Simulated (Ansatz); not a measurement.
C6H17GeN (`C[CH2][GeH]([CH2]C)[N](C)C`). Total charge 0; spin multiplicity 1. All single points use the PBE0-D4/def2-TZVP geometry. It is one conformer, not always the lowest.

```xyz
25

C    -1.211    1.635    2.237
C     0.010    1.382    1.362
Ge    0.110   -0.423    0.602
C     1.960   -0.995    0.312
C     2.705   -0.108   -0.677
N    -0.708   -0.399   -1.060
C    -0.723   -1.646   -1.784
C    -1.956    0.312   -1.188
H    -1.248    0.938    3.078
H    -2.143    1.511    1.680
H    -1.208    2.648    2.648
H     0.927    1.535    1.941
H     0.054    2.093    0.532
H    -0.610   -1.423    1.558
H     1.957   -2.036   -0.022
H     2.455   -0.994    1.289
H     2.201   -0.088   -1.647
H     2.761    0.925   -0.324
H     3.730   -0.454   -0.837
H    -1.491   -2.354   -1.426
H    -0.922   -1.464   -2.848
H     0.247   -2.145   -1.715
H    -1.903    1.281   -0.689
H    -2.822   -0.236   -0.775
H    -2.172    0.503   -2.247
```

(1) What is the dipole moment at B3LYP/def2-TZVPP? (Estimate.)

(2) And with PBE, r2SCAN, ωB97M-V? (Best estimate.)

(3) Give the Mulliken charges with B3LYP, r2SCAN, PBE in def2-TZVPP. (An estimate is asked.)

## Answers

(1) Computed: 0.42 D, with components (0.28, 0.25, 0.19) D in this frame, pointing from negative to positive charge.

(2) Ansatz gave: PBE 0.46 D, r2SCAN 0.45 D, ωB97M-V 0.40 D.

(3) The calculation gave: 
```tsv
atom	B3LYP	r2SCAN	PBE
C1	-0.26	-0.14	-0.25
C2	-0.25	-0.16	-0.23
Ge3	0.39	0.30	0.32
C4	-0.23	-0.15	-0.21
C5	-0.27	-0.14	-0.26
N6	-0.28	-0.28	-0.21
C7	-0.19	-0.06	-0.19
C8	-0.19	-0.07	-0.19
H9	0.09	0.05	0.09
H10	0.08	0.04	0.08
H11	0.09	0.05	0.08
H12	0.09	0.05	0.08
H13	0.09	0.06	0.09
H14	-0.07	-0.06	-0.08
H15	0.08	0.05	0.08
H16	0.08	0.05	0.08
H17	0.09	0.06	0.09
H18	0.08	0.04	0.08
H19	0.08	0.05	0.08
H20	0.08	0.04	0.07
H21	0.08	0.04	0.08
H22	0.09	0.05	0.08
H23	0.09	0.05	0.08
H24	0.07	0.04	0.07
H25	0.08	0.04	0.07
```

B3LYP here is the variant with VWN-RPA as its local correlation; programs differ in this.
